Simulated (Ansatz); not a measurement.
`N#Cc1ccccc1C#N` + `N#[C][GeH3]` → `N#[C][GeH2][C]#N` + `N#Cc1ccccc1`  (formal exchange of groups at a C–C bond)

Gas-phase electronic energies from Ansatz, PBE0-D4/def2-TZVP geometries. CCSD(T)/CBS is the MP2 limit (def2-TZVPP, def2-QZVPP) plus CCSD(T) − MP2 in def2-TZVPP, frozen cores. DFT in def2-TZVPP. HSE06 is defined as in plane-wave codes. For Ge outer-core shells are correlated without core-valence functions, which leaves a few kJ/mol of doubt a bond. Scalar relativity is left out up to krypton.

| level | ΔE (eV) |
| --- | --- |
| r2SCANh-D4 | -0.16 |
| HSE06-D4 | -0.15 |
| BHLYP | -0.26 |
| MP2/CBS(def2) | -0.22 |

Question: What does CCSD(T)/CBS give? (Best estimate.)

Answer: Computed: -0.27 eV. The listed levels differ from it by 0.11, 0.12, 0.01, 0.05 eV.

Question: What do rigid-rotor, harmonic-oscillator terms from PBE0-D4/def2-TZVP frequencies (298.15 K, 1 bar) make of the CCSD(T)/CBS value? (Estimate.)

Answer: Ansatz gave: ΔZPE = +0.07 eV, ΔH = -0.20 eV, ΔS = 12 J/(mol·K), ΔG = -0.24 eV.

Largest T1 diagnostic among the species: 0.014.

From PBE to PBE0 (25 % exact exchange), in def2-TZVPP and without D4, ΔE moves by −0.04 eV. The D4 term adds +0.04 eV with B3LYP and +0.03 eV with PBE0; it sums over pairs of atoms, weighted by their polarisabilities, and B3LYP, whose exchange is more repulsive, gets the larger term. At CCSD(T), def2-SVP lies +0.11 eV from the extrapolated value and def2-TZVPP −0.02 eV.

B3LYP here is the variant with VWN-RPA as its local correlation; programs differ in this.

CCSD(T)/CBS has its own doubt, a few kJ/mol and more with outer-core shells, so smaller differences from it don't rank the levels.
